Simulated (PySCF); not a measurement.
Species: C7H13P.
SMILES: `C=[P@@]1(CCC)C=C1C`

A linear-response calculation (PySCF, def2-SVPD basis, gas phase, vertical, core orbitals frozen in the response) gave these numbers; the functional is withheld.

Orbital energies (eV): HOMO-3 -9.13, HOMO-2 -8.70, HOMO-1 -7.90, HOMO -4.90, LUMO -0.24, LUMO+1 0.50, LUMO+2 1.12.

```csv
state,E (eV),f,"main configurations (H = HOMO, L = LUMO)"
S1,3.39,0.0077,H→L (98%)
S2,4.45,0.025,H→L+1 (93%)
S3,5.17,0.048,"H→L+2 (60%), H→L+3 (29%)"
S4,5.29,0.046,"H→L+3 (57%), H→L+2 (30%)"
S5,5.33,0.018,H→L+4 (76%)
S6,5.57,0.016,"H→L+5 (50%), H→L+8 (18%), H→L+4 (13%)"
```

Triplets, Tamm–Dancoff:

```csv
state,E (eV),λ (nm),"main configurations (H = HOMO, L = LUMO)"
T1,2.97,417.2,H→L (96%)
T2,4.12,301.2,"H→L+1 (55%), H→L+3 (18%)"
T3,4.42,280.3,"H→L+3 (46%), H→L+1 (33%)"
T4,4.67,265.2,H-1→L (87%)
```

Vertical ionisation energy by ΔSCF with the same functional: 6.61 eV. Mean static polarisability: 111.8 au.

Question: Name the functional.
A. PBE
B. PBE0
C. CAM-B3LYP
D. HF

Answer: B. PBE0 is a global hybrid with 25% exact exchange. In this run −ε(HOMO) = 4.90 eV differs from the ΔSCF value by -1.71 eV, and S1 differs from the orbital gap of 4.66 eV by -1.27 eV. The ratio −ε(HOMO)/IP is 0.74. Small neutral molecules mostly give 0.7 to 0.83 with PBE0, 0.5 to 0.7 with PBE, 0.85 to 0.93 with CAM-B3LYP; Hartree–Fock can't fall below 1, since the ion's relaxation only lowers the ΔSCF value.

The calculation used PySCF, TDDFT PBE0/def2-SVPD, vertical, gas phase, core orbitals frozen in the response. The structure is a single PBE0-D3(BJ)/def2-SVP conformer in the gas phase; no vibrational or solvent corrections.

Time: 2.3 min of wall time; peak memory 1.1 GiB. Hardware: one thread, Arm Neoverse V1 (aarch64), no GPU, on a shared host.

The values belong to the conformer `[CH2:1]=[P@@:2]1([CH2:3][CH2:4][CH3:5])[CH:6]=[C:7]1[CH3:8]`: C1–P2–C3–C4 115°, P2–C3–C4–C5 -64°.
